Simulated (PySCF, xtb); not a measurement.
C3H7BF2O, SMILES [C@H](F)(B(O)F)CC.

Coordinates come from a B3LYP-D3(BJ)/def2-SVP optimisation. The structure was generated by enumeration; whether it is a known compound was not checked. Other conformers were not sampled.

Level of theory: C-PCM-B3LYP/def2-SVP (PySCF 2.14.0).

The values are the electrostatic part of the solvation free energy, E(continuum) − E(gas) at the gas-phase geometry, in a cavity of scaled van der Waals radii (PySCF's table); cavitation and dispersion terms are not included. In vacuum the orbital gap is 8.68 eV. The dipole moment in vacuum is 3.66 D.

```csv
solvent,ε,ΔG(elec) (kcal/mol),dipole (D),gap (eV)
water,78.36,-7.6,4.64,8.81
dichloromethane,8.93,-6.8,4.51,8.81
chlorobenzene,5.70,-6.2,4.44,8.80
```

For comparison, GFN2-xTB/ALPB(water) (xtb, at the GFN2-xTB geometry, all terms of that model) gives -8.3 kcal/mol.
